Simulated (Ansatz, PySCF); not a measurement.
Species: SiBr, net charge 0, doublet state. 
Structure (B3LYP-D3(BJ)/def2-TZVP (Ansatz, a first-principles code) minimum search):
SMILES: [Si]Br
```xyz
2

Si     0.0000     0.0000    -1.6088
Br     0.0000     0.0000     0.6435
```
Charge 0, spin multiplicity 2.

Dipole moments at this geometry, in debye (magnitudes).

| level | program | dipole (D) |
|---|---|---|
| SVWN5/def2-TZVPD | PySCF | 0.73 |
| BLYP/def2-TZVPD | Ansatz | 0.76 |
| r2SCANh/def2-TZVPD | Ansatz | 0.81 |
| M06-2X/def2-TZVPD | PySCF | 1.14 |
| CAM-B3LYP/def2-TZVPD | Ansatz | 1.07 |
| CCSD(T)/def2-SVPD | Ansatz | 0.96 |
